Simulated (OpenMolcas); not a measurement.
**Si4H10 (SMILES [SiH3][SiH]([SiH3])[SiH3]): methods side by side**

Si4H10: 14 atoms, total charge 0, spin state singlet. SMILES: `[SiH3][SiH]([SiH3])[SiH3]`. The coordinates come from a PBE0-D4/def2-TZVP relaxation.

Each level gives the electronic atomisation energy (eV). The values are calculated. Electronic energies at fixed atoms, without zero-point motion or spin-orbit coupling.

| level | kind | program | value (eV) |
| --- | --- | --- | --- |
| HF/6-31G* (spherical functions) | Hartree–Fock | OpenMolcas | 31.49 |
| SVWN5/6-31G* (spherical functions) | LDA | OpenMolcas | 45.26 |
| M06-L/6-31G* (spherical functions) | meta-GGA | OpenMolcas | 41.80 |
| TPSS/6-31G* (spherical functions) | meta-GGA | OpenMolcas | ? |
| r2SCAN/6-31G* (spherical functions) | meta-GGA | OpenMolcas | ? |
| BHLYP/6-31G* (spherical functions) | global hybrid | OpenMolcas | 40.50 |
| PBE0/6-31G* (spherical functions) | global hybrid | OpenMolcas | 40.56 |
| CCSD(T)/6-31G* (spherical functions) | coupled cluster or CI | OpenMolcas | 36.41 |

Q: Estimate what the levels marked ? give.

A: As computed at these levels: TPSS/6-31G* (spherical functions): 42.29 eV; r2SCAN/6-31G* (spherical functions): 41.21 eV. CCSD(T)/6-31G* (spherical functions) is the highest level here, not the true value. The values span 31.49 to 45.26 eV.
